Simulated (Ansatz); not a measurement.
```yaml
crystal:
  periodic: [false, false, false]
  atoms:
    - {symbol: C, position_ang: [2.489506, -0.470608, -0.659469]}
    - {symbol: C, position_ang: [1.122995, -0.534830, -0.054117]}
    - {symbol: C, position_ang: [0.174348, 0.432600, -0.398170]}
    - {symbol: C, position_ang: [-1.136153, 0.502249, 0.083481]}
    - {symbol: C, position_ang: [-2.032375, 1.604907, -0.384369]}
    - {symbol: O, position_ang: [-1.665506, -0.306264, 0.910075]}
    - {symbol: Zn, position_ang: [-0.727841, -1.806019, 1.661785]}
    - {symbol: Cl, position_ang: [-1.329850, -3.299967, 3.038528]}
    - {symbol: O, position_ang: [0.937109, -1.501000, 0.751581]}
    - {symbol: H, position_ang: [2.687400, -1.404947, -1.190151]}
    - {symbol: H, position_ang: [3.229479, -0.396501, 0.141007]}
    - {symbol: H, position_ang: [2.605929, 0.368720, -1.342602]}
    - {symbol: H, position_ang: [0.481692, 1.195155, -1.099487]}
    - {symbol: H, position_ang: [-1.540541, 2.274586, -1.087446]}
    - {symbol: H, position_ang: [-2.917803, 1.168481, -0.852757]}
    - {symbol: H, position_ang: [-2.378392, 2.173448, 0.482110]}
basis:
  gaussian: {orbitals: def2-mTZVPP}
hamiltonian: {xc: {name: TPSS}}
```

```sh
$ ansatz run in.yaml --threads 4 --pin off --events-out ev --progress --plain --max-ram 66560MiB --backend cpu
```

Output, abridged:

```
Error: YAML parse error: error: line 22 column 19: hamiltonian.xc: no functional is named "TPSS"; the names, which are not case-sensitive, are SVWN5, SPW92, PBE, PBE0, PBEsol, revPBE, revPBE0, RPBE, rPW86-PBE, HSE06, wPBEh, LC-wPBE, HISS, HF, BLYP, B3LYP, B3LYP5, BHLYP, CAM-B3LYP, r2SCAN, r2SCANh, r2SCAN0, r2SCAN50, m-r2SCAN, B97, wB97, wB97X, wB97X-V, B97M-V, wB97M-V, B2PLYP, B2GP-PLYP, PBE0-DH, PBE-QIDH
20 | basis:
21 |   gaussian: {orbitals: def2-mTZVPP}
22 | hamiltonian: {xc: {name: TPSS}}
```

In this input the method's name isn't one that the program takes here. The input was rejected before any iteration.
